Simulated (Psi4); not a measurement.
Psi4 input (wB97X-D/6-31G*):

```
memory 1500 MB

molecule {
0 2
S     0.06884900   -0.00016800    0.00091100
H    -1.27690000    0.00311200   -0.01690300
H     0.04728800    1.48098900    0.01190100
H     0.04036900   -1.48120300   -0.01074000
H     0.02419600   -0.01138000    1.48155000
H     0.06346100    0.01116700   -1.48039000
symmetry c1
no_reorient
no_com
}

set {
  basis 6-31G*
  reference uks
  scf_type pk
  dft_radial_points 99
  dft_spherical_points 590
  e_convergence 1e-8
  d_convergence 1e-7
  maxiter 150
}

e = energy('wb97x-d')
print_out(f'\nFINAL {e:.10f} DIPOLE {variable("CURRENT DIPOLE")[0]:.6f} {variable("CURRENT DIPOLE")[1]:.6f} {variable("CURRENT DIPOLE")[2]:.6f}\n')
```

Output:

```
   => Loading Basis Set <=

    Name: 6-31G*
    Role: ORBITAL
    Keyword: BASIS
    atoms 1   entry S          line   316 file 6-31gs.gbs
    atoms 2-6 entry H          line    44 file 6-31gs.gbs

   => WB97X-D: Empirical Dispersion <=

    Chai and Head-Gordon Dispersion Correction
    Chai, J.-D.; Head-Gordon, M. (2010), J. Chem. Phys., 132: 6615-6620

        s6 =       1.000000

         ---------------------------------------------------------
                                   SCF
               by Justin Turney, Rob Parrish, Andy Simmonett
                          and Daniel G. A. Smith
                              UKS Reference
         ---------------------------------------------------------

  ==> Geometry <==

    Molecular point group: c1
    Full point group: C1

    Geometry (in Angstrom), charge = 0, multiplicity = 2:

       Center              X                  Y                   Z               Mass
    ------------   -----------------  -----------------  -----------------  -----------------
         S            0.068849000000    -0.000168000000     0.000911000000    31.972071174400
         H           -1.276900000000     0.003112000000    -0.016903000000     1.007825032230
         H            0.047288000000     1.480989000000     0.011901000000     1.007825032230
         H            0.040369000000    -1.481203000000    -0.010740000000     1.007825032230
         H            0.024196000000    -0.011380000000     1.481550000000     1.007825032230
         H            0.063461000000     0.011167000000    -1.480390000000     1.007825032230

  Running in c1 symmetry.

  Rotational constants: A =      2.70816  B =      2.70816  C =      1.90615 [cm^-1]
  Rotational constants: A =  81188.53771  B =  81188.51210  C =  57144.96740 [MHz]
  Nuclear repulsion =   31.587787879701118

  Charge       = 0
  Multiplicity = 2
  Electrons    = 21
  Nalpha       = 11
  Nbeta        = 10

  ==> Algorithm <==

  SCF Algorithm Type is PK.
  DIIS enabled.
  MOM disabled.
  Fractional occupation disabled.
  Guess Type is SAD.
  Energy threshold   = 1.00e-08
  Density threshold  = 1.00e-07
  Integral threshold = 1.00e-12

  ==> Primary Basis <==

  Basis Set: 6-31G*
    Blend: 6-31G*
    Number of shells: 18
    Number of basis functions: 29
    Number of Cartesian functions: 29
    Spherical Harmonics?: false
    Max angular momentum: 2

  ==> DFT Potential <==

   => LibXC <=

    Version 7.1.2
    S. Lehtola, C. Steigemann, M. J. T. Oliveira, and M. A. L. Marques,  SoftwareX 7, 1–5 (2018) (10.1016/j.softx.2017.11.002)

   => Composite Functional: WB97X-D <=

    wB97X-D Hyb-GGA Exchange-Correlation Functional

    J.-D. Chai and M. Head-Gordon,  Phys. Chem. Chem. Phys. 10, 6615–6620 (2008) (10.1039/B810189B)

    Deriv               =              1
    GGA                 =           TRUE
    Meta                =          FALSE

    Exchange Hybrid     =           TRUE
    MP2 Hybrid          =          FALSE

   => Exchange-Correlation Functionals <=

    1.0000   wB97X-D range-separated functional

   => Exact (HF) Exchange <=

    0.7780            HF,LR [omega = 0.2000]
    0.2220               HF

   => LibXC Density Thresholds  <==

    XC_HYB_GGA_XC_WB97X_D:  1.00E-14

   => Molecular Quadrature <=

    Radial Scheme          =       TREUTLER
    Pruning Scheme         =           NONE
    Nuclear Scheme         =       TREUTLER

    Blocking Scheme        =         OCTREE
    BS radius alpha        =              1
    Pruning alpha          =              1
    Radial Points          =             99
    Spherical Points       =            590
    Total Points           =         334727
    Total Blocks           =           2452
    Max Points             =            256
    Max Functions          =             29
    Weights Tolerance      =       1.00E-15

  ==> Integral Setup <==

  Using in-core PK algorithm.
   Calculation information:
      Number of atoms:                   6
      Number of AO shells:              18
      Number of primitives:             47
      Number of atomic orbitals:        29
      Number of basis functions:        29

      Integral cutoff                 1.00e-12
      Number of threads:                 1

  Performing in-core PK
  Using 284490 doubles for integral storage.
  We computed 14706 shell quartets total.
  Whereas there are 14706 unique shell quartets.

  Computing range-separated integrals for PK
  We computed 14706 wK shell quartets total.
  Whereas there are 14706 wK unique shell quartets.

  ==> DiskJK: Disk-Based J/K Matrices <==

    J tasked:                  Yes
    K tasked:                  Yes
    wK tasked:                 Yes
    Omega:               2.000E-01
    Schwarz Cutoff:          1E-12


  Cached 100.0% of DFT collocation blocks in 0.267 [GiB].

  Minimum eigenvalue in the overlap matrix is 1.2588666239E-02.
  Reciprocal condition number of the overlap matrix is 2.4205591904E-03.
    Using symmetric orthogonalization.

  ==> Pre-Iterations <==

  SCF Guess: Superposition of Atomic Densities via on-the-fly atomic UHF (no occupation information).

   -------------------------
    Irrep   Nso     Nmo
   -------------------------
     A         29      29
   -------------------------
    Total      29      29
   -------------------------

  ==> Iterations <==

                        Total Energy        Delta E     RMS |[F,P]|

   @UKS iter SAD:  -401.15782864896994   -4.01158e+02   0.00000e+00
   @UKS iter   1:  -400.90501109578810    2.52818e-01   4.51462e-03 DIIS/ADIIS
   @UKS iter   2:  -400.91980751836007   -1.47964e-02   1.97004e-03 DIIS/ADIIS
   @UKS iter   3:  -400.92182966362174   -2.02215e-03   5.65688e-04 DIIS/ADIIS
   @UKS iter   4:  -400.92220474710643   -3.75083e-04   2.13467e-04 DIIS/ADIIS
   @UKS iter   5:  -400.92229132261235   -8.65755e-05   7.99950e-05 DIIS
   @UKS iter   6:  -400.92231732722382   -2.60046e-05   2.70091e-05 DIIS
   @UKS iter   7:  -400.92232056726806   -3.24004e-06   8.11170e-06 DIIS
   @UKS iter   8:  -400.92232078995045   -2.22682e-07   1.18980e-06 DIIS
   @UKS iter   9:  -400.92232079314323   -3.19278e-09   2.43120e-07 DIIS
   @UKS iter  10:  -400.92232079325152   -1.08287e-10   5.85455e-08 DIIS
  Energy and wave function converged.

  ==> Post-Iterations <==

   Electrons on quadrature grid:
      Nalpha   =   10.9999999290 ; deviation = -7.102e-08
      Nbeta    =    9.9999999287 ; deviation = -7.129e-08
      Ntotal   =   20.9999998577 ; deviation = -1.423e-07

   @Spin Contamination Metric:   3.196783393E-03
   @S^2 Expected:                7.500000000E-01
   @S^2 Observed:                7.531967834E-01
   @S   Expected:                5.000000000E-01
   @S   Observed:                5.000000000E-01

    Orbital Energies [Eh]
    ---------------------

    Alpha Occupied:

       1A    -89.162991     2A     -8.167497     3A     -6.114442
       4A     -6.114264     5A     -6.114264     6A     -0.930964
       7A     -0.581673     8A     -0.581673     9A     -0.560834
      10A     -0.323247    11A     -0.236967

    Alpha Virtual:

      12A      0.089072    13A      0.179678    14A      0.179678
      15A      0.372653    16A      0.483361    17A      0.483361
      18A      0.664612    19A      0.686008    20A      0.733235
      21A      0.763271    22A      0.763271    23A      0.770310
      24A      0.886968    25A      0.957856    26A      0.957857
      27A      1.261567    28A      1.295200    29A      3.897734

    Beta Occupied:

       1A    -89.161129     2A     -8.165184     3A     -6.113414
       4A     -6.113414     5A     -6.110221     6A     -0.918948
       7A     -0.566043     8A     -0.566043     9A     -0.532554
      10A     -0.296713

    Beta Virtual:

      11A     -0.004397    12A      0.096402    13A      0.201012
      14A      0.201012    15A      0.378269    16A      0.482516
      17A      0.482516    18A      0.679569    19A      0.689482
      20A      0.748526    21A      0.769904    22A      0.778856
      23A      0.778856    24A      0.905697    25A      0.977232
      26A      0.977232    27A      1.285267    28A      1.310026
      29A      3.905710

    Final Occupation by Irrep:
              A
    DOCC [    10 ]
    SOCC [     1 ]
    NA   [    11 ]
    NB   [    10 ]

  @UKS Final Energy:  -400.92232079325152

   => Energetics <=

    Nuclear Repulsion Energy =             31.5877878797011178
    One-Electron Energy =                -614.0574158149768209
    Two-Electron Energy =                 201.3178006825125124
    DFT Exchange-Correlation Energy =     -19.7693061414685971
    Empirical Dispersion Energy =          -0.0011873990196434
    VV10 Nonlocal Energy =                  0.0000000000000000
    Total Energy =                       -400.9223207932515152

  UHF NO Occupations:
  HONO-2 :    9  A 1.9994974
  HONO-1 :   10  A 1.9994974
  HONO-0 :   11  A 1.0000000
  LUNO+0 :   12  A 0.0005026
  LUNO+1 :   13  A 0.0005026
  LUNO+2 :   14  A 0.0004639
  LUNO+3 :   15  A 0.0000865

Computation Completed

Properties will be evaluated at   0.000000,   0.000000,   0.000000 [a0]

Properties computed using the SCF density matrix

 Multipole Moments:

 ------------------------------------------------------------------------------------
     Multipole            Electronic (a.u.)      Nuclear  (a.u.)        Total (a.u.)
 ------------------------------------------------------------------------------------

 L = 1.  Multiply by 2.5417464519 to convert [e a0] to [Debye]
 Dipole X            :         -0.3665688           -0.0000038           -0.3665726
 Dipole Y            :          0.0008986           -0.0000057            0.0008929
 Dipole Z            :         -0.0048425           -0.0000113           -0.0048539
 Magnitude           :                                                    0.3666058

 ------------------------------------------------------------------------------------

FINAL -400.9223207933 DIPOLE -0.366573 0.000893 -0.004854

*** Psi4 exiting successfully. Buy a developer a beer!
```

The geometry given is a B3LYP-D3(BJ)/def2-TZVP minimum.
